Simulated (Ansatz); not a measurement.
Ansatz (a first-principles code) input (B3LYP-D3(BJ)/def2-TZVP):

Ansatz 0.2 input:
```yaml
crystal:
  periodic: [false, false, false]
  atoms:
    - {symbol: Mg, position_ang: [0.50444722, 0.11252104, 0.03963548]}
    - {symbol: F, position_ang: [-0.52263950, 1.12999855, -1.07573318]}
    - {symbol: F, position_ang: [-0.14995679, -1.28002660, 1.02288586]}
basis:
  gaussian:
    orbitals: def2-TZVP
hamiltonian:
  xc: b3lyp
  dispersion: d3bj
total_charge: -1
magnetization: {spin_polarized: true, initial_magnetization: 1}
phonons: {temperatures: {t_min: 298.15, t_max: 298.15, t_step: 100}}
```

Output:

```
Functional definition: B3LYP
integrals: 0.02 GiB planned
600 factors; their error is unknown
mean field: 0.29 GiB planned
mean field evaluation 1: about -10884.9145 eV, gradient 1.5e1 eV
mean field evaluation 2: about -10884.1626 eV, gradient 2.4e1 eV
mean field evaluation 4: about -10885.5866 eV, gradient 3.8e-1 eV
mean field evaluation 8: about -10885.6216 eV, gradient 5.6e-3 eV
mean field -10885.62155918 eV, -400.0392137605 hartree, gradient 2.0e-5 eV, S^2 0.750304; 0 other end points of the search recorded, 0 dependent functions left out
the calculation of the forces begins
reference -10885.62177751 eV, -400.0392217841 hartree; 16, 15 occupied and 78, 79 virtual orbitals, 600 factors
these checks for a lower state are left out or cut short: stability, starts, cluster_reference, orbital_swaps, neighbouring_geometries, increment
integrals: 0.02 GiB planned
600 factors; their error is unknown
mean field: 0.29 GiB planned
mean field evaluation 16: about -10885.5877 eV, gradient 7.7e-2 eV
mean field -10885.62153008 eV, -400.0392126911 hartree, gradient 1.6e-6 eV, S^2 0.750304; 0 other end points of the search recorded, 0 dependent functions left out
the calculation of the forces begins
reference -10885.62174844 eV, -400.0392207158 hartree; 16, 15 occupied and 78, 79 virtual orbitals, 600 factors
these checks for a lower state are left out or cut short: stability, starts, cluster_reference, orbital_swaps, neighbouring_geometries, increment
integrals: 0.02 GiB planned
600 factors; their error is unknown
mean field: 0.29 GiB planned
mean field -10885.62152881 eV, -400.0392126444 hartree, gradient 1.4e-6 eV, S^2 0.750304; 0 other end points of the search recorded, 0 dependent functions left out
the calculation of the forces begins
reference -10885.62174711 eV, -400.0392206669 hartree; 16, 15 occupied and 78, 79 virtual orbitals, 600 factors
these checks for a lower state are left out or cut short: stability, starts, cluster_reference, orbital_swaps, neighbouring_geometries, increment
integrals: 0.02 GiB planned
600 factors; their error is unknown
mean field: 0.29 GiB planned
mean field evaluation 32: about -10885.6215 eV, gradient 1.1e-5 eV
mean field -10885.62154045 eV, -400.0392130722 hartree, gradient 8.6e-7 eV, S^2 0.750305; 0 other end points of the search recorded, 0 dependent functions left out
the calculation of the forces begins
reference -10885.62175883 eV, -400.0392210974 hartree; 16, 15 occupied and 78, 79 virtual orbitals, 600 factors
these checks for a lower state are left out or cut short: stability, starts, cluster_reference, orbital_swaps, neighbouring_geometries, increment
integrals: 0.02 GiB planned
600 factors; their error is unknown
mean field: 0.29 GiB planned
mean field -10885.62151834 eV, -400.0392122596 hartree, gradient 8.8e-7 eV, S^2 0.750303; 0 other end points of the search recorded, 0 dependent functions left out
the calculation of the forces begins
reference -10885.62173663 eV, -400.0392202817 hartree; 16, 15 occupied and 78, 79 virtual orbitals, 600 factors
these checks for a lower state are left out or cut short: stability, starts, cluster_reference, orbital_swaps, neighbouring_geometries, increment
integrals: 0.02 GiB planned
600 factors; their error is unknown
mean field: 0.29 GiB planned
mean field -10885.62155039 eV, -400.0392134374 hartree, gradient 6.9e-7 eV, S^2 0.750304; 0 other end points of the search recorded, 0 dependent functions left out
the calculation of the forces begins
reference -10885.62176870 eV, -400.0392214602 hartree; 16, 15 occupied and 78, 79 virtual orbitals, 600 factors
these checks for a lower state are left out or cut short: stability, starts, cluster_reference, orbital_swaps, neighbouring_geometries, increment
integrals: 0.02 GiB planned
600 factors; their error is unknown
mean field: 0.29 GiB planned
mean field -10885.62155293 eV, -400.0392135310 hartree, gradient 7.9e-7 eV, S^2 0.750304; 0 other end points of the search recorded, 0 dependent functions left out
the calculation of the forces begins
reference -10885.62177129 eV, -400.0392215555 hartree; 16, 15 occupied and 78, 79 virtual orbitals, 600 factors
Total energy: -10885.66165205 eV, -400.0406871465 hartree
Atom 0 at     0.504447     0.112521     0.039635 Å, force    -0.000059    -0.000013    -0.000005 eV/Å
Atom 1 at    -0.522640     1.129999    -1.075733 Å, force     0.000035    -0.000032     0.000036 eV/Å
Atom 2 at    -0.149957    -1.280027     1.022886 Å, force     0.000023     0.000045    -0.000032 eV/Å
Dipole moment:    -0.167174    -0.037289    -0.013135 e Å
Vibrations: 175.36 522.97 651.94 cm⁻¹, zero-point energy 0.083706 eV
```
